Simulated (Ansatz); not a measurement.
Consider the atomization: `OC1(F)[SiH2][Se]1` → C• + F• + 3 H• + O• + Se• + Si•.

Gas-phase electronic energies from Ansatz, PBE0-D4/def2-TZVP geometries. CBS: MP2 limit from def2 TZ/QZ plus the TZ coupled-cluster correction, frozen cores. This one scheme is used for every species, atoms too. DFT in def2-TZVPP. B3LYP here is the variant with VWN-RPA as its local correlation; programs differ in this. Open shells (•) are unrestricted, without spin–orbit coupling. Spin–orbit coupling would lower the free atoms: a little for C, F, O, Si; clearly for Se. For Se outer-core shells are correlated without core-valence functions, so the limit isn't a true one: a few kJ/mol of doubt a bond, and 10 to 20 or more in all where bonds break to atoms. Scalar relativity is left out up to krypton. Each species was taken in one conformer, which may not be the lowest.

`OC1(F)[SiH2][Se]1`:

Z-matrix (Å, degrees):
```
C
F 1 1.360
Si 1 1.856 2 120.1
O 1 1.347 2 111.3 3 151.5
Se 1 2.072 2 110.3 3 -77.0
H 3 1.480 1 118.1 2 148.6
H 3 1.479 1 117.2 2 7.0
H 4 0.966 1 109.8 2 59.3
```

CCSD(T)/CBS gives +2727.8 kJ/mol.

(1) Another level gave +2728.4 kJ/mol. Which?
A. B3LYP-D4/def2-TZVPP
B. BHLYP-D4/def2-TZVPP
C. PBE-D4/def2-TZVPP
D. BLYP-D4/def2-TZVPP

Largest T1 diagnostic among the species: 0.012.

Answers

(1) D. BLYP-D4 2728.4, B3LYP-D4 2701.6, BHLYP-D4 2568.6, PBE-D4 2823.7 kJ/mol.

In def2-TZVPP, CCSD(T) changes the Hartree–Fock value by +860.8 kJ/mol (the triples alone add +68.1 kJ/mol) and MP2 by +950.9 kJ/mol; breaking electron pairs costs correlation energy, which Hartree–Fock lacks. From r2SCAN to r2SCAN0 (25 % exact exchange), in def2-TZVPP and without D4, ΔE moves by −85.3 kJ/mol: exact exchange takes away binding that semilocal exchange gives to molecules.

For atomizations the MP2-based limit and the directly extrapolated one differ by several kJ/mol either way, and by 10 to 25 for some Ge, Se and Sn compounds, so smaller differences from it don't rank the levels.
